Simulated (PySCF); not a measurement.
C₂H₇AlO₂Si, SMILES [OH][Al]([OH])/[CH]=C/[SiH3]. Geometry: r2SCAN-D4/def2-SVP. The structure was generated by enumeration; whether it is a known compound was not checked. One conformer was computed; it need not be the lowest.

Computed equilibrium geometry at r2SCAN-D4/def2-SVP (PySCF confirms it by a frequency run) as bond lengths and angles, and its point group (one conformer of several):
point group Cs.
Atoms: Si1 C2 C3 Al4 O5 O6 H7 H8 H9 H10 H11 H12 H13. Bonded distances (Å): Si1–C2 1.876, Si1–H7 1.497, Si1–H8 1.497, Si1–H9 1.494, C2–C3 1.355, C2–H10 1.103, C3–Al4 1.935, C3–H11 1.102, Al4–O5 1.700, Al4–O6 1.701, O5–H12 0.959, O6–H13 0.959. Bond angles (°): C2–Si1–H7 110.9, C2–Si1–H8 110.9, C2–Si1–H9 109.4, H7–Si1–H8 107.1, H7–Si1–H9 109.2, H8–Si1–H9 109.2, Si1–C2–C3 124.6, Si1–C2–H10 117.4, C3–C2–H10 118.1, C2–C3–Al4 120.6, C2–C3–H11 117.2, Al4–C3–H11 122.1, C3–Al4–O5 119.5, C3–Al4–O6 115.1, O5–Al4–O6 125.4, Al4–O5–H12 130.3, Al4–O6–H13 130.4.
Charge 0, spin multiplicity 1.
